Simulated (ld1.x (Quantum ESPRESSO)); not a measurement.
## S, TM: configuration errors across variants

S (Z = 16), norm-conserving Troullier–Martins (Kleinman–Bylander form), made with ld1.x (Quantum ESPRESSO) 7.5 (LDA (PZ), scalar-relativistic). Core [Ne], reference 3s1.75 3p4.25. Waves: 3s (bound): rc 1.30 bohr; 3p (bound): rc 1.25 bohr. Local part: all-electron potential smoothed inside 1.05 bohr (lloc = -2). Core correction: Bessel-smoothed model core inside 1.10 bohr.

All-electron excitation energies from the reference (eV): (1) 3s2 3p4 -2.547; (2) 3s2 3p3 9.315; (3) 3s2 3p2 31.689; (4) 3s1 3p5 7.692; (5) 3s2 3p0 112.829; (6) 3s1 3p4 20.113; (7) 3s0 3p6 18.059; (8) 3s1.75 3p4.25 spin -0.738; (9) 3s2 3p4 spin -3.253.

Spin tests fill each open shell by Hund’s rule, majority spin first.

3 further variants failed, have other tests or another functional or relativity, and are left out.

A true bound ghost makes a file unfit for plane-wave use even where its test errors are small: the radial tests pick states by their node count and pass the ghost by.

Errors AE − PS in meV (a dash: test not solved or not reliable):

```tsv
change	(1)	(2)	(3)	(4)	(5)	(6)	(7)	(8)	(9)	bound ghosts
base	+0.2	+3.9	+29	+0.7	+227	+8.2	+4.8	+9.3	+7.8	none
type RRKJ; local potential the p channel; rho0 0.02	+0.3	+2.8	+21	+1.0	+156	+6.9	+6.7	+9.4	+7.5	none
local potential all-electron potential smoothed inside 0.88 bohr (lloc = -2)	+0.2	+4.4	+32	+0.8	+259	+9.1	+5.1	+9.4	+7.9	none
local potential the s channel	+0.2	+3.0	+23	+0.6	+170	+6.4	+4.3	+9.2	+7.7	none
all radii but the core radius scaled by about 0.75 (s 0.98, p 0.94 bohr); local potential all-electron potential smoothed inside 0.78 bohr (lloc = -2)	+0.3	+7.5	+53	+1.2	+462	+14	+7.1	+6.6	+6.1	p
wave 3p (bound): rc 1.25 bohr becomes 3p (bound): rc 0.84 bohr	0.0	+1.4	+12	-3.9	+21	+7.4	-21	–	+22	p
wave 3s (bound): rc 1.30 bohr becomes 3s (bound): rc 1.06 bohr	0.0	+4.1	+34	-0.5	+287	+7.1	-3.3	+8.5	+8.1	none
wave 3s (bound): rc 1.30 bohr becomes 3s (bound): rc 1.24 bohr	+0.2	+3.9	+29	+0.6	+231	+8.1	+4.4	+9.3	+7.9	none
core correction Bessel-smoothed model core inside 0.94 bohr	+0.2	+3.9	+29	+0.7	+222	+8.1	+4.7	+6.5	+5.4	none
```

Give the same row for: core correction Bessel-smoothed model core inside 0.52 bohr.

+0.2, +3.9, +29, +0.7, +221, +8.1, +4.7, +5.8, +4.8; bound ghosts: none.
